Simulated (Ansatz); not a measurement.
Job for Ansatz (an electronic-structure program): R-PBE/def2-TZVPP on Br2Sn (SMILES [Br][Sn][Br]). Elements past Kr take the def2 small-core potentials; no spin–orbit coupling.

Ansatz 0.2 input:
```yaml
crystal:
  periodic: [false, false, false]
  atoms:
    - {symbol: Sn, position_ang: [0.00537125, 0.00525175, -1.09331182]}
    - {symbol: Br, position_ang: [1.94457775, -0.00637847, 0.55615675]}
    - {symbol: Br, position_ang: [-1.94984900, 0.00112672, 0.53715507]}
basis:
  gaussian:
    orbitals: def2-TZVPP
hamiltonian:
  xc: {name: PBE}
scf: {lower_state_search: off}
```

Predict the final total energy.

-5361.9654 hartree.
